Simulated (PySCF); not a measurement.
PySCF job for CH6OSSi, SMILES O[SiH2]SC, PBE0-D3(BJ)/def2-SVP. Geometry: PBE0-D3(BJ)/def2-SVP. Other conformers were not sampled.

```python
import numpy as np
from pyscf import gto, scf, dft, df
from pyscf.hessian import thermo

mol = gto.M(
    atom='''
    Si    0.91295087   -0.29749953   -0.52901683
    O     1.83747188   -0.67266410    0.80231976
    S    -0.78723678    0.94374495   -0.16424918
    C    -1.97207521   -0.28104890    0.48372515
    H     0.40660382   -1.55354352   -1.16718922
    H     1.79686335    0.48920057   -1.42299597
    H     1.44842298   -1.25638819    1.45946111
    H    -2.04582281   -1.15622977   -0.17798633
    H    -1.70690136   -0.60339175    1.50044739
    H    -2.95201346    0.21303287    0.52157677
    ''',
    basis='def2-SVP',
    charge=0,
    spin=0,
    max_memory=1600,
    verbose=3,
)
mf = dft.RKS(mol, xc='pbe0').density_fit(auxbasis='def2-universal-jkfit')
mf.disp = 'd3bj'
mf.grids.level = 3
mf.conv_tol = 1e-11
mf.max_cycle = 100
mf.kernel()

# [left out here: the lines that compute and print the analytic Hessian (its translational invariance restored by hand, since the grid's response is missing), thermochemistry and intensities]
```

It prints:

```
converged SCF energy = -803.992235794117

WARN: DFTD3 does not support analytical Hessian, using finite difference


WARN: Mole.unit (angstrom) is changed to Bohr

Mode                                 0                   1                   2
Irrep
Freq [cm^-1]                       50.7440            103.6539            162.6753
Reduced mass [au]                   2.8254              1.0471              1.7169
Force const [Dyne/A]                0.0043              0.0066              0.0268
Char temp [K]                      73.0093            149.1349            234.0535
Normal mode                   x     y     z       x     y     z       x     y     z
       0  Si                -0.02 -0.04  0.01    0.01  0.02 -0.00   -0.03 -0.02 -0.03
       1   O                 0.10  0.06 -0.05    0.01 -0.04 -0.02   -0.08  0.01  0.01
       2   S                 0.02 -0.00  0.06   -0.00 -0.00  0.00    0.02  0.04  0.02
       3   C                -0.09  0.02 -0.10   -0.01  0.01  0.02    0.11 -0.07 -0.01
       4   H                -0.12 -0.08  0.15    0.01  0.04 -0.04   -0.12  0.00  0.00
       5   H                -0.07 -0.14 -0.12    0.00  0.05  0.03    0.04 -0.14 -0.07
       6   H                 0.09  0.28  0.14    0.00 -0.06 -0.04   -0.31  0.48  0.29
       7   H                -0.04  0.04 -0.13    0.39 -0.24  0.31    0.22 -0.08 -0.01
       8   H                -0.22 -0.02 -0.08   -0.30  0.43  0.23    0.10 -0.05 -0.00
       9   H                -0.08  0.05 -0.21   -0.12 -0.17 -0.51    0.05 -0.17 -0.05
Mode                                 3                   4                   5
Irrep
Freq [cm^-1]                      218.8515            275.5733            507.2457
Reduced mass [au]                   1.7906              4.4127              6.3349
Force const [Dyne/A]                0.0505              0.1974              0.9603
Char temp [K]                     314.8786            396.4887            729.8136
Normal mode                   x     y     z       x     y     z       x     y     z
       0  Si                -0.06 -0.02  0.04   -0.00  0.03  0.07    0.10 -0.05 -0.05
       1   O                 0.02  0.02  0.00    0.10 -0.12 -0.04    0.02 -0.01  0.04
       2   S                -0.00  0.06 -0.01   -0.05  0.03 -0.05   -0.08  0.07  0.02
       3   C                 0.09 -0.05 -0.05    0.02 -0.01  0.01   -0.03 -0.01  0.02
       4   H                -0.18 -0.07  0.22   -0.08  0.08  0.03    0.00 -0.08  0.07
       5   H                -0.07 -0.15 -0.08    0.01  0.02  0.07    0.17 -0.22 -0.13
       6   H                 0.28 -0.43 -0.24   -0.06  0.30  0.24   -0.05 -0.07 -0.05
       7   H                 0.19 -0.05 -0.07    0.00 -0.00 -0.00    0.01 -0.01  0.00
       8   H                 0.12 -0.05 -0.05    0.09 -0.02 -0.02   -0.01 -0.02  0.01
       9   H                 0.04 -0.16 -0.04    0.00 -0.04  0.08   -0.06 -0.07  0.03
Mode                                 6                   7                   8
Irrep
Freq [cm^-1]                      577.0209            731.3633            746.6873
Reduced mass [au]                   1.3870              5.4091              1.0997
Force const [Dyne/A]                0.2721              1.7047              0.3613
Char temp [K]                     830.2046           1052.2689           1074.3168
Normal mode                   x     y     z       x     y     z       x     y     z
       0  Si                 0.02  0.08  0.00    0.01 -0.01 -0.01   -0.01 -0.01 -0.00
       1   O                -0.01 -0.03 -0.00    0.01 -0.00  0.01    0.04 -0.02  0.02
       2   S                 0.01 -0.04 -0.00   -0.07 -0.05  0.04    0.02  0.02 -0.01
       3   C                -0.02 -0.01  0.01    0.15  0.14 -0.08   -0.02 -0.02  0.01
       4   H                -0.37  0.00  0.44    0.04 -0.05  0.05    0.36 -0.26  0.20
       5   H                 0.06 -0.37 -0.35   -0.10  0.06 -0.04   -0.46  0.29 -0.18
       6   H                -0.26 -0.05 -0.16   -0.10  0.00 -0.04   -0.51  0.01 -0.26
       7   H                -0.07 -0.01  0.02    0.10  0.13 -0.06    0.04  0.00 -0.02
       8   H                -0.05 -0.00  0.02    0.09  0.11 -0.07   -0.00 -0.04 -0.00
       9   H                 0.03  0.09 -0.01    0.14  0.12 -0.07   -0.05 -0.08  0.02
Mode                                 9                  10                  11
Irrep
Freq [cm^-1]                      839.4510            891.1824            893.8291
Reduced mass [au]                   1.7273              1.4511              1.1150
Force const [Dyne/A]                0.7171              0.6790              0.5248
Char temp [K]                    1207.7831           1282.2131           1286.0211
Normal mode                   x     y     z       x     y     z       x     y     z
       0  Si                -0.05 -0.01 -0.04   -0.02  0.03 -0.04    0.04 -0.02 -0.02
       1   O                 0.11  0.02  0.09    0.03 -0.05  0.11   -0.02  0.00  0.02
       2   S                 0.00 -0.00 -0.00    0.00 -0.00 -0.00    0.00 -0.00 -0.01
       3   C                 0.00 -0.01 -0.00    0.00 -0.00  0.00   -0.01  0.01  0.00
       4   H                -0.30  0.24 -0.31    0.09  0.11 -0.30   -0.64  0.19  0.13
       5   H                 0.22 -0.03  0.21   -0.34 -0.15 -0.51   -0.38  0.50  0.04
       6   H                -0.39 -0.06 -0.25    0.30 -0.04  0.27    0.10  0.01  0.09
       7   H                -0.04 -0.02  0.02   -0.01  0.00 -0.00    0.05  0.01 -0.01
       8   H                 0.01  0.03  0.01   -0.01 -0.00  0.00    0.03 -0.02 -0.02
       9   H                 0.02  0.02  0.01    0.01  0.02 -0.02   -0.06 -0.09  0.04
Mode                                12                  13                  14
Irrep
Freq [cm^-1]                      935.0045            961.4905            976.5958
Reduced mass [au]                   1.5825              1.1924              1.2321
Force const [Dyne/A]                0.8151              0.6495              0.6924
Char temp [K]                    1345.2632           1383.3708           1405.1039
Normal mode                   x     y     z       x     y     z       x     y     z
       0  Si                -0.04  0.03 -0.08    0.01 -0.00  0.01   -0.00  0.01 -0.00
       1   O                 0.03 -0.04  0.07   -0.01  0.00 -0.01    0.00 -0.00  0.00
       2   S                 0.01 -0.00  0.01    0.01  0.00  0.02    0.01 -0.03  0.00
       3   C                -0.01 -0.00 -0.01   -0.03 -0.02 -0.10   -0.07  0.09  0.01
       4   H                 0.07 -0.30  0.50    0.01  0.02 -0.03    0.03  0.01 -0.04
       5   H                 0.22  0.17  0.30   -0.06 -0.01 -0.06    0.09 -0.13 -0.02
       6   H                 0.22  0.00  0.21   -0.02  0.01 -0.02   -0.01 -0.00 -0.01
       7   H                -0.02 -0.04  0.04   -0.25 -0.35  0.36    0.44  0.14 -0.11
       8   H                 0.06  0.06 -0.01    0.44  0.48 -0.08    0.33 -0.03 -0.14
       9   H                -0.00  0.01  0.02   -0.01 -0.01  0.27   -0.36 -0.49  0.21
Mode                                15                  16                  17
Irrep
Freq [cm^-1]                     1333.0940           1447.4511           1456.0156
Reduced mass [au]                   1.1516              1.0510              1.0503
Force const [Dyne/A]                1.2058              1.2974              1.3119
Char temp [K]                    1918.0254           2082.5599           2094.8823
Normal mode                   x     y     z       x     y     z       x     y     z
       0  Si                -0.00  0.00 -0.00   -0.00 -0.00 -0.00   -0.00  0.00 -0.00
       1   O                 0.00 -0.00  0.00    0.00  0.00  0.00   -0.00 -0.00  0.00
       2   S                 0.01  0.00 -0.00   -0.00  0.00 -0.00    0.00 -0.00 -0.00
       3   C                 0.07  0.07 -0.04   -0.03  0.02 -0.05    0.02 -0.04 -0.03
       4   H                 0.01  0.00  0.01    0.01 -0.01 -0.01   -0.00 -0.00  0.00
       5   H                 0.02 -0.02 -0.01   -0.00  0.00  0.00    0.01 -0.00  0.00
       6   H                 0.01 -0.00  0.00    0.00 -0.00 -0.00    0.01 -0.00  0.00
       7   H                -0.39 -0.18  0.32    0.54 -0.29  0.30    0.08  0.20 -0.34
       8   H                -0.43 -0.29  0.00   -0.24 -0.31 -0.07   -0.42  0.49  0.26
       9   H                -0.21 -0.47  0.18    0.17  0.36  0.41    0.00 -0.10  0.54
Mode                                18                  19                  20
Irrep
Freq [cm^-1]                     2206.9823           2293.8049           3063.9982
Reduced mass [au]                   1.0389              1.0428              1.0317
Force const [Dyne/A]                2.9814              3.2328              5.7066
Char temp [K]                    3175.3561           3300.2746           4408.4112
Normal mode                   x     y     z       x     y     z       x     y     z
       0  Si                -0.01 -0.03 -0.02    0.02  0.02 -0.02    0.00 -0.00  0.00
       1   O                -0.00 -0.00 -0.00    0.00  0.00 -0.00   -0.00  0.00 -0.00
       2   S                -0.00 -0.00 -0.00    0.00  0.00 -0.00   -0.00  0.00 -0.00
       3   C                -0.00 -0.00  0.00    0.00 -0.00  0.00   -0.03 -0.03  0.02
       4   H                 0.34  0.82  0.42   -0.01 -0.05 -0.03   -0.00  0.00 -0.00
       5   H                -0.04 -0.05  0.04   -0.58 -0.52  0.59   -0.00  0.00  0.00
       6   H                 0.00 -0.00 -0.00    0.00  0.00 -0.00    0.00  0.00 -0.00
       7   H                 0.01  0.00 -0.00   -0.00  0.00  0.00    0.03  0.48  0.38
       8   H                 0.00  0.00  0.00   -0.00 -0.00  0.00   -0.16  0.16 -0.55
       9   H                 0.00  0.00  0.00    0.00  0.00 -0.00    0.43 -0.23 -0.01
Mode                                21                  22                  23
Irrep
Freq [cm^-1]                     3173.9632           3187.4186           3937.7172
Reduced mass [au]                   1.1091              1.1059              1.0671
Force const [Dyne/A]                6.5833              6.6199              9.7484
Char temp [K]                    4566.6263           4585.9856           5665.4983
Normal mode                   x     y     z       x     y     z       x     y     z
       0  Si                -0.00 -0.00 -0.00   -0.00 -0.00  0.00    0.00  0.00  0.00
       1   O                -0.00  0.00 -0.00   -0.00  0.00 -0.00    0.02  0.04 -0.04
       2   S                -0.00  0.00 -0.00   -0.00  0.00 -0.00    0.00 -0.00  0.00
       3   C                 0.02  0.03  0.09    0.07 -0.06  0.00   -0.00 -0.00  0.00
       4   H                 0.00 -0.00  0.00   -0.00  0.00 -0.00    0.00  0.00  0.00
       5   H                -0.00 -0.00 -0.00   -0.00  0.00  0.00   -0.00 -0.00  0.00
       6   H                -0.00  0.00  0.00   -0.00  0.00 -0.00   -0.37 -0.59  0.67
       7   H                -0.03 -0.52 -0.39    0.03  0.27  0.22    0.00  0.00  0.00
       8   H                -0.18  0.20 -0.63   -0.07  0.08 -0.29    0.00  0.00 -0.00
       9   H                -0.01  0.01  0.02   -0.73  0.38  0.02    0.00  0.00 -0.00
temperature 298.1500 [K]
pressure 101325.00 [Pa]
Rotational constants [GHz] 8.28999 2.55454 2.27556
Symmetry number 1
Zero-point energy (ZPE) 0.07056 [Eh]   185252.584 [J/mol]
                           tot       elec      trans        rot        vib
Entropy [J/mol/K]       345.488      0.000    165.435    110.052     70.000
Cv [J/mol/K]             93.466      0.000     12.472     12.472     68.523
Cp [J/mol/K]            101.781      0.000     20.786     12.472     68.523
Internal energy [J/mol]                      3718.434   3718.434 195977.859
Internal energy [Eh]   -803.91476  -803.99224
Enthalpy [J/mol]                             6197.391   3718.434 195977.859
Enthalpy [Eh]          -803.91382
Gibbs free energy [J/mol]                  -43127.141 -29093.659 175107.335
Gibbs free energy [Eh] -803.95305
static polarisability / bohr^3: [[62.547 -1.173 -6.709]
 [-1.17  49.005 -2.019]
 [-6.706 -2.021 45.316]]
largest difference of analytic and finite-field dipole derivatives / e: 0.001437035522937169
mode   freq/cm-1   IR/(km/mol)   Raman/(A^4/amu)   depolarisation
   1       50.74         6.353             0.837            0.733
   2      103.65         0.045             0.090            0.520
   3      162.68        30.327             2.461            0.550
   4      218.85        34.800             2.994            0.693
   5      275.57        63.336             2.040            0.711
   6      507.25        46.335            10.034            0.219
   7      577.02        45.113             5.374            0.512
   8      731.36         7.632            10.735            0.297
   9      746.69        75.040             8.719            0.690
  10      839.45       152.359             8.215            0.555
  11      891.18        15.261            11.725            0.676
  12      893.83       286.053            13.365            0.716
  13      935.00       116.660             6.186            0.516
  14      961.49        12.669             3.778            0.690
  15      976.60         0.810             6.781            0.712
  16     1333.09         3.755             3.290            0.640
  17     1447.45        10.960            14.937            0.750
  18     1456.02         9.230            14.580            0.728
  19     2206.98       121.842           122.991            0.166
  20     2293.80        97.469           148.607            0.259
  21     3064.00        20.101           130.111            0.010
  22     3173.96         5.102            54.253            0.746
  23     3187.42         0.817            94.292            0.661
  24     3937.72        91.357            69.916            0.265
max |gradient| / (hartree/bohr): 3.568772644902238e-05
APT charges: [ 1.4668 -0.8647 -0.4503  0.0586 -0.298  -0.2489  0.3124  0.0048 -0.0067
  0.0259]
```

Self-consistency was reached.

Cost: around 2.7 core-minutes (rough).
